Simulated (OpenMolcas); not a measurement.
# 3d³ along the 21-electron sequence

| Item | Value |
| --- | --- |
| Program | OpenMolcas |
| Method | SS-RASPT2, IPEA 0.25 Eh, imaginary shift 0.1 Eh |
| Basis | ANO-RCC-VTZP |
| Scalar Hamiltonian | DKH2, point nucleus |
| Spin-orbit coupling | RASSI with atomic mean-field integrals over the reference wave functions, term energies averaged over their components |

Active space for each ion: 9 electrons in 8 orbitals (RAS1 3p, at most 2 holes; RAS2 3d); closed shells correlated by CASPT2: 3s.

Computed levels in cm-1 above ⁴F_3/2:

```csv
Level,Mn4+,Fe5+,Co6+,Ni7+
⁴F_5/2,387,558,752,1008
⁴F_7/2,911,1307,1753,2330
⁴F_9/2,1555,2220,2960,3920
⁴P_1/2,17080,19620,22170,24180
⁴P_3/2,17230,19810,22390,24420
⁴P_5/2,17700,20510,23360,25770
²G_7/2,18270,21350,24460,26680
²G_9/2,18810,22100,25440,27920
²P_3/2,23470,27300,31010,33570
weight of ⁴F in the lowest level (%),100,100,100,100
```

Mixed levels, with the weight of the term that names them: Mn4+ ²P_3/2 (72 %), Fe5+ ²P_3/2 (66 %), Co6+ ²P_3/2 (61 %), Ni7+ ²P_3/2 (54 %).

Measured, with the error of the calculation in %. Measured levels: Mn4+ from Corliss and Sugar, J. Phys. Chem. Ref. Data 6, 1253 (1977); Fe5+ from Corliss and Sugar, J. Phys. Chem. Ref. Data 11, 135 (1982); Co6+ from Sugar and Corliss, J. Phys. Chem. Ref. Data 10, 1097 (1981); Ni7+ from Corliss and Sugar, J. Phys. Chem. Ref. Data 10, 197 (1981).

| Level | Mn4+ | Fe5+ | Co6+ | Ni7+ |
| --- | --- | --- | --- | --- |
| ⁴F_5/2 | 359 (+7.8) | 511 (+9.2) | 698 (+7.7) | 1012 (-0.4) |
| ⁴F_7/2 | 835 (+9.0) | 1188 (+10.0) | 1610 (+8.9) | 2184 (+6.9) |
| ⁴F_9/2 | 1412 (+10.1) | 2001 (+11.0) | 2723 (+8.8) | 3721 (+5.2) |
| ⁴P_1/2 | 16434 (+3.9) | 18738 (+4.7) | 21096 (+5.1) | 23261 (+3.9) |
| ⁴P_3/2 | 16595 (+3.8) | 18942 (+4.6) | 21304 (+5.1) | 23710 (+3.0) |
| ⁴P_5/2 | 17049 (+3.8) | 19611 (+4.6) | 22187 (+5.3) | 24669 (+4.5) |
| ²G_7/2 | 17892 (+2.1) | 20616 (+3.6) |  |  |
| ²G_9/2 | 18399 (+2.2) | 21315 (+3.7) |  |  |
| ²P_3/2 | 22919 (+2.4) | 26215 (+4.1) |  |  |

The fine-structure level ⁴F_9/2 changes by a factor of 2.52 from Mn4+ to Ni7+. Its fourth root runs 6.28, 6.86, 7.38, 7.91, with steps per unit of Z of 0.58, 0.51, 0.54; equal steps would mean a (Z - σ)^4 law with constant σ.

⁴P_1/2 changes by a factor of 1.42 over the same range, with steps per unit of Z of +2540, +2550, +2010 cm-1.

CASPT2 does not keep the components of a term degenerate, so their means are used; among the terms shown or strongly mixed into the levels shown the widest spread is 350 cm-1 (3d³ ⁴F, Mn4+). Active for correlation alone: 3p; no level in the range computed is led by a configuration that opens it, so any true level of that kind is missing. Measured partners are found by configuration, term and J. A level has none where our copy of the source lacks it or the pairing is in doubt (some pairs that miss far off the trend of their configuration count as doubtful), and it then counts in no deviation. Levels of configurations outside the active space are missing.
